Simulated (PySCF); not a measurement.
A structure optimised at PBE-D3(BJ)/def2-SVP, used in a PySCF frequency run:

```
Si
O 1 1.6817
H 2 0.9729 1 115.44
H 1 1.4941 2 104.89 3 -175.45
H 1 1.5095 4 113.09 2 -120.22
S 1 2.1521 4 105.41 5 -116.15
C 6 1.8390 1 100.74 4 161.87
H 7 1.1063 6 106.77 1 -166.99
H 7 1.1073 8 108.49 6 120.45
H 7 1.1079 8 108.70 9 119.39
```

Question: Write its SMILES and formula.

Answer: CS[SiH2]O, CH₆OSSi

Question: What are its rotational constants (standard atomic weights)?

Answer: 8.2595, 2.4839, 2.2304 GHz
